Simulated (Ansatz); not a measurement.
`O[SiH]O[SiH3]` radical: the same geometry under several functionals.

```yaml
crystal:
  periodic: [false, false, false]
  atoms:
    - {symbol: O, position_ang: [-1.761044, 0.464298, 1.903635]}
    - {symbol: Si, position_ang: [-0.180827, 0.351820, 1.472143]}
    - {symbol: O, position_ang: [-0.044555, 0.114955, -0.140467]}
    - {symbol: Si, position_ang: [0.814172, -0.464126, -1.407909]}
    - {symbol: H, position_ang: [-2.337959, -0.276858, 1.711816]}
    - {symbol: H, position_ang: [0.394745, 1.681219, 1.830226]}
    - {symbol: H, position_ang: [1.762715, 0.571252, -1.890164]}
    - {symbol: H, position_ang: [1.574951, -1.674866, -1.002735]}
    - {symbol: H, position_ang: [-0.133699, -0.814094, -2.493745]}
basis:
  gaussian: {orbitals: def2-TZVPP}
magnetization: {spin_polarized: true, initial_magnetization: 1}
hamiltonian: {xc: {name: revPBE}, dispersion: d4}
output: {orbitals: {seedname: orbitals}}
```

```sh
$ ansatz run in.yaml --threads 4 --pin off --events-out ev --progress --plain
```

Shortened log:

```
Functional definition: revPBE
1173 factors; their error is unknown
mean field evaluation 1: about -19918.7331 eV, gradient 6.0e1 eV
mean field evaluation 2: about -19852.2304 eV, gradient 1.4e2 eV
mean field evaluation 4: about -19930.3132 eV, gradient 3.7e0 eV
mean field evaluation 8: about -19930.3848 eV, gradient 2.3e-1 eV
mean field evaluation 16: about -19930.3517 eV, gradient 1.5e-4 eV
mean field -19930.35171631 eV, -732.4269162968 hartree, gradient 3.6e-5 eV, S^2 0.751983; 0 other end points of the search recorded, 0 dependent functions left out
reference -19930.35177308 eV, -732.4269183831 hartree; 25, 24 occupied and 191, 192 virtual orbitals, 1173 factors
Total energy: -19930.88811100 eV, -732.4466284383 hartree
```

Run time 1.9 s (4 threads of a server CPU on a shared host); peak host memory 0.32 GiB.

The same input with `hamiltonian: {xc: {name: r2SCANh}, dispersion: d4}` (abridged; 4.4 s):

```
Functional definition: r2SCANh
mean field evaluation 16: about -19931.5473 eV, gradient 2.2e-4 eV
mean field -19931.54731154 eV, -732.4708536112 hartree, gradient 5.3e-5 eV, S^2 0.753099
Total energy: -19931.59458305 eV, -732.4725908069 hartree
```

Changing it to `hamiltonian: {xc: {name: BHLYP}, dispersion: d4}` (abridged; 2.8 s):

```
Functional definition: BHLYP
mean field evaluation 16: about -19933.4678 eV, gradient 3.7e-5 eV
mean field -19933.46775695 eV, -732.5414286783 hartree, gradient 1.1e-5 eV, S^2 0.753097
Total energy: -19933.70423276 eV, -732.5501190039 hartree
```

The same input with `hamiltonian: {xc: hse06, dispersion: d4}` (abridged; 3.1 s):

```
Functional definition: HSE06
mean field evaluation 16: about -19923.5431 eV, gradient 1.2e-4 eV
mean field -19923.54306368 eV, -732.1767029276 hartree, gradient 3.5e-5 eV, S^2 0.752145
Total energy: -19923.68781091 eV, -732.1820222904 hartree
```

The same input with `hamiltonian: {xc: {name: wB97X-V}}` (abridged; 6.5 s):

```
Functional definition: wB97X-V
mean field evaluation 16: about -19931.2780 eV, gradient 4.9e-5 eV
mean field -19931.27797004 eV, -732.4609554935 hartree, gradient 1.5e-5 eV, S^2 0.752025
Total energy: -19931.27796840 eV, -732.4609554333 hartree
```

With the line `hamiltonian: {xc: pbe, dispersion: d4}` and forces (abridged; 2 s):

```
Functional definition: PBE
mean field evaluation 16: about -19922.4429 eV, gradient 1.4e-4 eV
mean field -19922.44291520 eV, -732.1362732166 hartree, gradient 3.3e-5 eV, S^2 0.751744
Total energy: -19922.62535947 eV, -732.1429779199 hartree
Atom 0 force    -0.257209     0.422945     0.250481 eV/Å
Atom 1 force     0.418225    -0.201102     0.354070 eV/Å
Atom 2 force    -0.217440     0.127904    -0.145201 eV/Å
Atom 3 force     0.192103    -0.127333    -0.264667 eV/Å
Atom 4 force    -0.274984    -0.349638    -0.083101 eV/Å
Atom 5 force     0.044263     0.190446     0.039823 eV/Å
Atom 6 force     0.108344     0.109627    -0.062797 eV/Å
Atom 7 force     0.087212    -0.134245     0.033847 eV/Å
Atom 8 force    -0.100515    -0.038605    -0.122456 eV/Å
Dipole moment:    -0.065911    -0.236749    -0.097909 e Å
```

HSE06 is the plane-wave form, built on full-range PBE exchange.
